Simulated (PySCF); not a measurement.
Species: C₄H₅ClOSi.
SMILES with atom numbers: `[O:1]=[C:2]1[CH:3]=[CH:4][Si@@H:5]([Cl:6])[CH2:7]1` (hydrogens: H8 on C3; H9 on C4; H10 on Si5; H11, H12 on C7)

Level of theory: PySCF, PBE0-D3(BJ)/def2-SVP geometry optimisation, gas phase.

Question: Give the optimised bond lengths and angles.

Answer: 
```json
{"bond": "O1=C2", "length (bohr)": "2.279", "order": "double"}
{"bond": "C2–C3", "length (bohr)": "2.825", "order": "single"}
{"bond": "C3=C4", "length (bohr)": "2.544", "order": "double"}
{"bond": "C4–Si5", "length (bohr)": "3.532", "order": "single"}
{"bond": "Si5–Cl6", "length (bohr)": "3.914", "order": "single"}
{"bond": "Si5–C7", "length (bohr)": "3.549", "order": "single"}
{"bond": "C2–C7", "length (bohr)": "2.888", "order": "single"}
{"bond": "C3–H8", "length (bohr)": "2.070", "order": "single"}
{"bond": "C4–H9", "length (bohr)": "2.067", "order": "single"}
{"bond": "Si5–H10", "length (bohr)": "2.811", "order": "single"}
{"bond": "C7–H11", "length (bohr)": "2.086", "order": "single"}
{"bond": "C7–H12", "length (bohr)": "2.077", "order": "single"}
```

Orders are formal, as drawn. A selection of angles:
```json
{"angle": "O1–C2–C3", "degrees": "123.0"}
{"angle": "O1–C2–C7", "degrees": "124.1"}
{"angle": "C3–C2–C7", "degrees": "113.0"}
{"angle": "C2–C3–C4", "degrees": "117.7"}
{"angle": "C2–C3–H8", "degrees": "117.2"}
{"angle": "C4–C3–H8", "degrees": "125.1"}
{"angle": "C3–C4–Si5", "degrees": "109.6"}
{"angle": "C3–C4–H9", "degrees": "121.8"}
{"angle": "Si5–C4–H9", "degrees": "128.7"}
{"angle": "C4–Si5–Cl6", "degrees": "112.0"}
{"angle": "C4–Si5–C7", "degrees": "93.7"}
{"angle": "C4–Si5–H10", "degrees": "114.3"}
{"angle": "Cl6–Si5–C7", "degrees": "113.5"}
{"angle": "Cl6–Si5–H10", "degrees": "107.1"}
{"angle": "C7–Si5–H10", "degrees": "116.0"}
{"angle": "Si5–C7–H11", "degrees": "109.2"}
{"angle": "Si5–C7–H12", "degrees": "117.7"}
{"angle": "C2–C7–Si5", "degrees": "104.5"}
{"angle": "C2–C7–H11", "degrees": "107.9"}
{"angle": "C2–C7–H12", "degrees": "110.1"}
{"angle": "H11–C7–H12", "degrees": "107.0"}
```

Torsions: O1–C2–C3–C4 -170° (antiperiplanar); C2–C3–C4–Si5 0° (synperiplanar); C3–C4–Si5–Cl6 -124° (anticlinal); C4–Si5–C7–C2 11° (synperiplanar); O1–C2–C7–Si5 166° (antiperiplanar).

The 5-membered ring C2–C3–C4–Si5–C7 has internal angles of 93.7° to 117.7° (sum 538°, against 540° for a flat polygon); it is slightly puckered (a soft mode that the optimisation may not have finished), 0.06 Å rms from its mean plane, widest ring torsion 13°. The 3 C–C bonds span 1.346 Å (C3=C4, drawn double) to 1.528 Å (C2–C7, drawn single), a spread of 0.182 Å. Si5 (chlorine-bound silicon) has angles from 93.7° to 116.0°.

Point group: C1 (no symmetry element, even within 0.4 Å). Stationary, but not proved a minimum. One conformer, not necessarily the lowest.

On an Arm Neoverse V1 with one thread, shared host with 64 logical CPUs at a one-minute load of 23, this took 58 s and 0.52 GiB of memory at its peak. That covers the optimisation of the geometry.
